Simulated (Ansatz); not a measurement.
Cost and result up the ladder for Sn13H20, a cluster cut from cubic tin (33 atoms). Total charge 0; singlet. Geometry: PBE-D4/def2-SVP.

```xyz
33

Sn    2.130    3.560    0.504
Sn   -3.169   -2.442    2.163
Sn    1.373   -0.429    2.587
Sn   -2.044    1.634    0.225
Sn    0.716    1.822   -3.497
Sn   -0.189   -2.215   -1.400
Sn    4.006   -0.334   -1.139
Sn   -4.055    0.150    1.532
Sn    0.202    2.033    1.882
Sn    2.947    2.187   -1.818
Sn   -2.176   -3.752   -0.117
Sn    2.067   -1.837    0.249
Sn   -1.227    0.306   -2.126
H     3.499    3.860    1.532
H     1.468    5.106    0.067
H    -4.468   -3.362    2.860
H    -1.914   -2.341    3.355
H     2.808   -0.132    3.521
H     0.295   -1.365    3.575
H    -2.684    3.199   -0.204
H     0.049    3.358   -3.961
H     1.184    1.002   -4.957
H     0.329   -3.049   -2.841
H     5.426   -0.139   -0.155
H     4.492   -1.172   -2.581
H    -4.575    0.980    2.968
H    -5.437    0.028    0.485
H    -0.292    2.878    3.325
H     4.160    3.123   -2.650
H    -1.544   -5.314    0.306
H    -3.488   -4.015   -1.226
H     2.729   -3.391    0.680
H    -2.621    0.064   -3.146
```

Ansatz on 2 threads of AMD EPYC 7R13 on a shared host and a share (18 GiB) of an NVIDIA H100 80GB HBM3. Times are rough, and most runs start from the orbitals of an earlier one. PBE0-D4/def2-TZVP serves as the yardstick here, not as an exact answer. Differences are given only for rows in sets of like size (and for xTB, whose basis is part of the method), since another set adds its own error. Binding counts from free atoms at the same level (Sn triplet, H doublet; other spins of the atoms weren't run), without zero-point energy or a counterpoise term.

In the def2 sets Sn takes a core potential, while STO-3G treats all electrons; there is no spin–orbit coupling. B3LYP takes the VWN-RPA correlation. Correlated methods freeze 52 core orbitals; core or outer-core shells of Sn are correlated, in sets that lack core-valence functions. The rows differ in basis, and correlated rows in double-zeta sets carry the largest basis error. Single mean-field runs in def2-SVP, def2-TZVP are fitted with def2-universal-jkfit.

Correlated methods converge slowly with the basis, most of all in double-zeta sets.

```
                            level  functions  wall time  binding energy per atom (eV)  difference from PBE0-D4/def2-TZVP (eV)
                  PBE-D4/def2-SVP        438      6.5 s                          2.41                                       –
                PBE0-D4/def2-TZVP        770        7 s                          2.42                                    0.00
                 PBE0-D4/def2-SVP        438      8.5 s                          2.41                                       –
               B3LYP-D4/def2-TZVP        770      8.5 s                          2.42                                    0.00
                BLYP-D4/def2-TZVP        770      9.5 s                          2.38                                   -0.04
                     MP2/def2-SVP        438      9.5 s                          2.22                                       –
   PBE-D4/def2-TZVP (with forces)        770       11 s                          2.42                                    0.00
r2SCAN-D4/def2-TZVP (with forces)        770       12 s                          2.44                                    0.01
                        HF/STO-3G        371       12 s                          3.57                                       –
                 B97M-V/def2-TZVP        770       14 s                          2.50                                    0.08
```
